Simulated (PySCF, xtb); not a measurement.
Si(OSiH3)(Me)(Cl)2 (CH₆Cl₂OSi₂), SMILES C[Si](Cl)(Cl)O[SiH3]. The values are those of a single conformer.

Harmonic wavenumbers (cm⁻¹) from xtb 6.7.1 with GFN2-xTB at its own minimum, in rising order: 21, 43, 55, 92, 132, 142, 175, 218, 238, 414, 520, 585, 600, 621, 752, 763, 773, 804, 834, 848, 1081, 1379, 1468, 1468, 2275, 2287, 2300, 3044, 3045, 3049.

Task: What does PySCF 2.14.0 with B3LYP-D3(BJ)/def2-SVP give at its own minimum? (The exact figures need the calculation; the answer reports its results.)

Result: 29, 31, 69, 149, 163, 177, 210, 273, 302, 453, 571, 631, 729, 737, 764, 814, 827, 957, 960, 982, 1094, 1281, 1425, 1426, 2240, 2245, 2254, 3042, 3140, 3146. Paired by order, the mean absolute difference is 58 cm⁻¹ and the zero-point energies are 42.9 and 44.5 kcal/mol.
